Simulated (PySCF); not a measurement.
C₂H₅ClFNSi, SMILES F/C=C/[Si@H](N)Cl. Coordinates come from a TPSSh-D3(BJ)/def2-SVP optimisation. The structure was generated by enumeration; whether it is a known compound was not checked. The values are those of a single conformer.

Computed with TPSSh-D3(BJ)/def2-SVP in PySCF.

Harmonic wavenumbers (cm⁻¹): 83, 118, 167, 218, 262, 323, 355, 437, 454, 511, 723, 774, 843, 860, 885, 925, 984, 1149, 1202, 1343, 1556, 1695, 2295, 3160, 3199, 3541, 3636. Rotational constants (GHz): 3.120, 1.313, 0.9863; symmetry number 1.

Problem. Work out the zero-point energy and the ideal-gas rigid-rotor harmonic-oscillator thermochemistry at 298.15 K and 1 atm.

Solution. ZPE = ½ Σ hcν = ½ × 31701 cm⁻¹ = 189.61 kJ/mol. H − E(el) = 212.92 kJ/mol. Entropy in J/(mol K): translation 169.02, rotation 120.36, vibration 79.80, total 369.18. G − E(el) = 102.85 kJ/mol. Cp = 121.84 J/(mol K). Modes under 150 cm⁻¹ make the vibrational entropy uncertain.
